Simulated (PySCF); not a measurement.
Electronic absorption of C2H7AsSi

C2H7AsSi.
SMILES with atom numbers: `[CH2:1]=[CH:2][SiH2:3][AsH2:4]` (hydrogens: H5, H6 on C1; H7 on C2; H8, H9 on Si3; H10, H11 on As4)

The calculation used TDDFT wB97X-D/def2-SVPD, vertical, gas phase, core orbitals frozen in the response in PySCF. Geometry: PBE0-D3(BJ)/def2-SVP, one conformer, isolated molecule. The wB97X-D/def2-SVPD calculation is non-relativistic and has no spin–orbit coupling, an omission that weighs most on arsenic. Torsions of this conformer, `[CH2:1]=[CH:2][SiH2:3][AsH2:4]`: C1–C2–Si3–As4 119°, H–As4–Si3–C2 -170°, H–As4–Si3–C2 -77°.

Problem. What does the calculation give for the low-lying excited states?

Solution. 

| state | E (eV) | λ (nm) | f | main configurations (H = HOMO, L = LUMO) |
| --- | --- | --- | --- | --- |
| S1 | 6.09 | 203.6 | 0.111 | H→L (74%) |
| S2 | 6.45 | 192.1 | 0.092 | H→L+2 (78%) |
| S3 | 6.65 | 186.5 | 0.216 | H→L+1 (70%), H→L (11%) |
| S4 | 6.74 | 183.9 | 0.057 | H-2→L (56%), H-3→L (13%), H-1→L (8%) |
| S5 | 7.05 | 175.8 | 0.285 | H-1→L (74%) |
| S6 | 7.27 | 170.4 | 0.026 | H→L+3 (59%), H-1→L+1 (10%), H→L+4 (8%) |
| S7 | 7.42 | 167.2 | 0.094 | H→L+4 (36%), H→L+5 (17%), H-1→L+1 (10%) |
| S8 | 7.46 | 166.1 | 0.019 | H-1→L+1 (52%), H→L+5 (23%) |
| S9 | 7.75 | 160.0 | 0.076 | H-1→L+2 (26%), H→L+4 (17%), H-1→L+1 (12%) |
| S10 | 7.79 | 159.1 | 0.069 | H-1→L+2 (38%), H→L+5 (15%), H→L+6 (9%) |

Triplets, Tamm–Dancoff:

| state | E (eV) | λ (nm) | main configurations (H = HOMO, L = LUMO) |
| --- | --- | --- | --- |
| T1 | 4.27 | 290.4 | H-1→L (50%), H→L (25%) |
| T2 | 5.54 | 223.7 | H→L+1 (53%), H→L (17%) |
| T3 | 5.70 | 217.7 | H→L+2 (37%), H→L+3 (21%), H→L (13%) |
| T4 | 6.06 | 204.7 | H-2→L (31%), H→L+2 (26%), H→L (19%) |

The lowest singlet lies at 6.09 eV (204 nm, ultraviolet) and is of moderate strength; its leading configuration is HOMO→LUMO (74%). The strongest level in the table is S5 at 7.05 eV (176 nm, f = 0.285). Löwdin shares by element: HOMO arsenic 56%, silicon 16%, carbon 12% (atoms not listed hold the other 16%); LUMO carbon 59%, arsenic 12%, silicon 10% (atoms not listed hold the other 19%). Weighted by f, the mean energy of these states is 6.94 eV. Orbital energies (eV): HOMO-3 -11.22, HOMO-2 -10.73, HOMO-1 -9.91, HOMO -9.02, LUMO 1.03, LUMO+1 1.73, LUMO+2 1.99. Of the 10 states listed, 10 reach f = 0.01 and none stays under 0.0005. The vertical ionisation energy (ΔSCF) is 9.29 eV, 1.49 eV above S10. The window holds the lowest 10 singlets.

Time: 55 s. Hardware: one thread, Arm Neoverse V1, on a shared host.
